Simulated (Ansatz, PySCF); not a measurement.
CH3S, SMILES [CH2]S, multiplicity 2. Atoms are numbered in the order given.

```xyz
5

C     -1.0197     0.4613     0.0391
S      0.4988    -0.3191     0.0437
H     -1.8933    -0.1720     0.0535
H     -1.1098     1.5353     0.0241
H      1.2740     0.7759     0.0223
```
Charge 0, spin multiplicity 2.

Geometry optimised at PBE0-D3(BJ)/def2-TZVP. The isomer is the one that the SMILES or the coordinates give; other isomers of the formula were not compared.

Two levels are set side by side: PBE-D3(BJ)/def2-TZVP (Ansatz, a program for electronic structure) and PBE0-D3(BJ)/def2-TZVP (Ansatz). Each level has its own optimised geometry; the coordinates shown are those of the second. Frequencies come from the Hessian of PySCF at each geometry. Differences are taken from unrounded values.

```tsv
quantity	PBE0-D3(BJ)
mean bond length (Å)	1.302
bond C1–S2 (Å)	1.707
bond C1–H3 (Å)	1.079
bond C1–H4 (Å)	1.078
bond S2–H5 (Å)	1.342
highest harmonic wavenumber (cm⁻¹)	3326
mean harmonic wavenumber (cm⁻¹)	1535
zero-point energy (kcal/mol)	19.75
```

What does PBE-D3(BJ) give, and how far is it from PBE0-D3(BJ)? (The exact figures need the calculation; the answer reports its results.)


```csv
quantity,PBE-D3(BJ),PBE-D3(BJ) minus PBE0-D3(BJ)
mean bond length (Å),1.310,0.009
bond C1–S2 (Å),1.717,0.009
bond C1–H3 (Å),1.086,0.007
bond C1–H4 (Å),1.085,0.007
bond S2–H5 (Å),1.354,0.012
highest harmonic wavenumber (cm⁻¹),3244,-81
mean harmonic wavenumber (cm⁻¹),1485,-50
zero-point energy (kcal/mol),19.10,-0.65
```

Exact exchange shortens and stiffens bonds; PBE has none. Differences between two approximate levels are no errors against the true value.
